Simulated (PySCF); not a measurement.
Si(H)(NH2)3 (H₇N₃Si), SMILES N[SiH](N)N. Atoms are numbered in the order given.

```xyz
11

Si     0.3364    -0.0785     0.0000
N     -0.2310    -0.6796    -1.5204
N     -0.2310    -0.6796     1.5204
N     -0.1564     1.5731     0.0000
H      1.7892    -0.4457     0.0000
H      0.1656    -1.5283    -1.9061
H     -1.2049    -0.5770    -1.7833
H      0.1656    -1.5283     1.9061
H     -1.2049    -0.5770     1.7833
H     -0.0453     2.1287    -0.8394
H     -0.0453     2.1287     0.8394
```

Geometry: PBE0-D3(BJ)/def2-SVP. Other conformers were not sampled.

All values below come from PySCF with PBE0/pcSseg-1.

GIAO shieldings, no solvent; atoms listed in one row are averaged. δ = σ(ref) − σ: ²⁹Si against TMS (σ = 352.7 ppm); ¹⁵N against NH3 (σ = 267.4 ppm); ¹H against TMS (σ = 31.56 ppm), references at their B3LYP-D3(BJ)/def2-TZVP geometries, non-relativistic.

Computed chemical shifts:
| nucleus | atoms | count | δ (ppm) |
|---|---|---|---|
| ²⁹Si | Si1 | 1 | -39.0 |
| ¹⁵N | N3, N2 | 2 | 36.9 |
| ¹⁵N | N4 | 1 | 23.1 |
| ¹H | H5 | 1 | 4.90 |
| ¹H | H9, H7 | 2 | 0.78 |
| ¹H | H6, H8 | 2 | 0.73 |
| ¹H | H10, H11 | 2 | 0.47 |
